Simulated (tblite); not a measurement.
Compound: C6H15FSi2.
Structure used (GFN2-xTB), in Å, numbered top down from 1:
```
atom  x, y, z in Å
C1    -3.921   -0.609   -0.039
Si2   -2.167   -0.657   -0.760
C3    -0.979    0.045    0.553
C4     0.500   -0.200    0.269
C5     1.406    0.418    1.339
C6     2.867    0.217    0.924
Si7    2.869    0.505   -0.960
C8     0.954    0.355   -1.083
F9     0.414    1.624   -1.282
H10   -4.228    0.408    0.186
H11   -3.993   -1.185    0.879
H12   -4.639   -1.021   -0.741
H13   -2.126    0.125   -2.000
H14   -1.789   -2.049   -1.061
H15   -1.213   -0.384    1.531
H16   -1.138    1.122    0.642
H17    0.689   -1.280    0.235
H18    1.206   -0.022    2.318
H19    1.187    1.486    1.402
H20    3.523    0.884    1.480
H21    3.179   -0.802    1.161
H22    3.288    1.844   -1.366
H23    3.541   -0.554   -1.715
H24    0.561   -0.250   -1.905
```

Level: GFN2-xTB in tblite, geometry and Hessian alike; calculated harmonic values, unscaled, isolated species. Errors from tens to a few hundred cm⁻¹ against measured bands are possible. Modes of hydrogen on silicon can be 10 to 20 % off. One conformer, not necessarily the lowest.

Harmonic wavenumbers (cm⁻¹): 39.9, 59.2, 78.8, 103.0, 125.0, 167.1, 193.8, 224.9, 267.0, 311.3, 394.2, 446.0, 463.6, 499.9, 523.4, 572.6, 594.2, 642.4, 684.8, 716.2, 721.0, 745.6, 755.4, 769.6, 782.9, 790.0, 807.1, 832.5, 848.1, 882.9, 954.5, 987.3, 1027.0, 1066.1, 1085.6, 1113.2, 1156.7, 1176.2, 1193.0, 1249.3, 1269.9, 1303.4, 1311.6, 1322.1, 1345.8, 1374.3, 1474.4, 1477.6, 1489.9, 1496.1, 1500.4, 2176.6, 2239.3, 2266.1, 2300.5, 2914.5, 2938.3, 2952.6, 2962.4, 2975.8, 2976.5, 2982.6, 3006.4, 3039.2, 3041.6, 3053.4.

A = 2531, B = 568.4, C = 515.0 MHz; mass 162.070 u (most abundant isotopes); point group C1, symmetry number 1.

Question: What is the zero-point energy?

Answer: Half the sum of the wavenumbers: 41621 cm⁻¹ = 119.00 kcal/mol.

Question: Give the ideal-gas entropy at 200 K and 1 bar in the rigid-rotor, harmonic-oscillator model (classical rotation).

Answer: Translation 39.20, rotation 29.26, vibration 25.13: S = 93.6 cal/(mol K).

Question: And Cp and H(200 K) − H(0)?

Answer: Cp = 34.67 cal/(mol K), of which vibrations give 26.72 (their classical limit is 66 R = 131.2); H(200 K) − H(0) = 4.28 kcal/mol without the zero-point energy, 2.69 from vibrations.

Question: Which modes carry the vibrational entropy at 200 K?

Answer: 39.9 cm⁻¹: 4.47; 59.2 cm⁻¹: 3.70; 78.8 cm⁻¹: 3.14; 103.0 cm⁻¹: 2.63; 125.0 cm⁻¹: 2.26; 167.1 cm⁻¹: 1.74 cal/(mol K); the other 60 give 7.19 together.

Question: Blend soft modes into free rotors: weight 1/[1 + (100 cm⁻¹/ν̃)⁴] for the oscillator and the rest for a rotor with moment μB/(μ + B), μ = h/(8π²ν), B = 10⁻⁴⁴ kg m². What vibrational entropy results?

Answer: 23.08 cal/(mol K) in place of 25.13, which changes −T·S at 200 K by +0.41 kcal/mol.

Hindered rotation and anharmonicity are outside this model. Other conformers, if any are populated, would add a mixing term that is left out. The structure is chiral; the term R ln 2 for an equal mix with its mirror image is left out.

On one thread, Arm Neoverse N1 (aarch64), no GPU, shared host, this took 2.3 s wall. This covers the Hessian and the dipole derivatives.
